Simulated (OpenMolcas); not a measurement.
W5+ with its 6 nearest fluoride ions at 1.886 Å, on the Ge site of Cs2GeF6 (a = 9.021 Å, distance in the model lattice 1.804 Å). The rest of the host is ab initio model potentials to 7.6 Å and point charges beyond; the distance is set by hand and nothing relaxes, and no local charge compensation is placed. Ligand basis ANO-RCC-VDZP.

```
Program             : OpenMolcas
Method              : CASSCF
Basis               : ANO-RCC-VTZP [8s7p5d3f2g1h]
Scalar Hamiltonian  : DKH2, point nucleus
Active space        : 1 electron in 5 orbitals (5d)
State averaging     : 2S+1 = 2 even, 5 roots
Spin-orbit coupling : state interaction with AMFI integrals over the reference wave functions
```

What is the spin-free ground state (labels of O, the rotations of Oh)?

2T2, 3-fold in its orbital part; it has the highest spin that d1 allows.

Where is the first state of the same spin?

2E at 45000 cm-1 above the ground state.

What are the lowest two levels with spin-orbit coupling?

A 4-fold level Γ8, then a 2-fold level 4545 cm-1 above it. Their leading multiplicities are 2 (100 %) and 2 (100 %).

What is χT at 300 K, and how does it compare with the textbook value?

The lowest level has 2S+1 = 2, for which the spin-only value is χT = S(S+1) / 2 = 0.375 cm3 K/mol (g = 2). The computed 0.035 at 300 K differs by -0.340, through orbital momentum, spin-orbit coupling and any other state in reach. With a threefold ground state the orbital momentum is unquenched, so the spin-only value is not expected to hold.

An orbital triplet at a regular site is open to Jahn-Teller coupling, which can distort the site and quench the lowest spin-orbit gaps and is left out. The least metal-like active orbital is 72 % on the metal (Löwdin) and no ligand orbital is active, so the numbers are rough. With metal d orbitals alone the field can be off either way by tens of per cent. Ligand-to-metal charge-transfer states are missing. No measured value stands beside these numbers; the geometry was set by hand and not optimised.
